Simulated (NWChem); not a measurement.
Species: BeHSeI; SMILES [SeH][Be][I]

```xyz
4

Be     0.0033     0.4788     0.0000
I      0.0091    -1.6944     0.0000
Se     0.0280     2.5104     0.0000
H     -1.4465     2.5324     0.0000
```
Atoms are numbered in this order, from 1.

Program: NWChem. All runs use the structure optimised with PBE0/def2-SVP. Not confirmed as a minimum by frequencies. def2 effective core potentials on I; no spin-orbit coupling. Ions are spin-unrestricted doublets at the neutral geometry; other ion states weren't tried.

Problem. Predict the results for PBE/def2-SVP. Quantities: vertical ionisation energy, ΔSCF (eV); −ε(HOMO) (eV).

Solution. 
| Property | Value |
|---|---|
| vertical ionisation energy, ΔSCF (eV) | 9.08 |
| −ε(HOMO) (eV) | 6.19 |
